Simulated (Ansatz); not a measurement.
H₅O₂Si₂ (`O[SiH](O)[SiH2]`) radical. Charge 0, multiplicity 2.

| atom | x (Å) | y (Å) | z (Å) |
| --- | --- | --- | --- |
| O1 | -1.483 | -0.645 | 0.804 |
| Si2 | -0.364 | 0.269 | 0.018 |
| O3 | -0.716 | 0.552 | -1.564 |
| Si4 | 1.569 | -1.010 | -0.001 |
| H5 | -2.218 | -0.196 | 1.224 |
| H6 | -0.286 | 1.591 | 0.712 |
| H7 | -1.239 | 1.327 | -1.776 |
| H8 | 2.706 | -0.416 | -0.755 |
| H9 | 2.029 | -1.472 | 1.337 |

(1) Give the diagnostics of a CCSD(T)/def2-TZVPP run (frozen core, the Gaussian-basis code of Ansatz). (Best estimate.)

## Answers

(1) Ansatz gave: T1 = 0.0141, largest single amplitude 0.022, largest double 0.024, (T) share of the correlation energy 3.4 %, 12 CCSD cycles. ⟨S²⟩ of the UHF reference is 0.761 against 0.75 for a pure state. T1 lies under the customary mark of 0.045 for open shells.
